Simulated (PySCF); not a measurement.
**Electronic structure of Rb³⁺ (rubidium, charge +3) at the UHF level**

Configuration: [Ar] 3d10 4s2 4p4, high-spin 3P determinant. Calculation: PySCF 2.14, in x2c-SVPall (6s4p5d1f, 50 functions); scalar relativity by spin-free X2C-1e.

- Total energy: -2976.199172 hartree
- One-electron energy: -4077.1239 hartree
- Hartree (Coulomb) energy: 1199.5047 hartree
- Exchange energy: -98.5799 hartree
- ⟨S²⟩: 2.0047
- ⟨L²⟩: 2.018
- Sum of ⟨r⟩: 20.52 bohr
- Sum of ⟨r²⟩: 24.70 bohr²
- Traceless quadrupole moment −½Σ⟨3z² − r²⟩ along its main axis: -1.26 e·bohr²
- Langevin diamagnetic susceptibility: -19.6 ×10⁻⁶ cm³/mol
- Time after the integrals: 0.19 s of wall time on 1 thread of Intel(R) Xeon(R) Platinum 8375C CPU @ 2.90GHz (shared host)

```csv
shell,electrons,mean orbital energy (eV),spread (eV),"rms radius, mean of both spins (bohr)"
1s α,1,-15330.1,0,0.0464
1s β,1,-15329.8,0,0.0464
2s α,1,-2150.3,0,0.192
2s β,1,-2150.1,0,0.192
2p α,3,-1906.7,0.280,0.171
2p β,3,-1906.4,0.105,0.171
3s α,1,-383.39,0,0.543
3s β,1,-382.80,0,0.543
3p α,3,-302.39,0.893,0.556
3p β,3,-301.61,0.044,0.556
3d α,5,-168.18,0.824,0.573
3d β,5,-167.78,0.468,0.573
4s α,1,-78.486,0,1.59
4s β,1,-71.628,0,1.59
4p α,3,-55.924,2.080,1.85
4p β,1,-53.148,0,1.85
```

Densities and radii are taken from the X2C orbitals without a picture-change correction, which distorts them close to the nucleus.
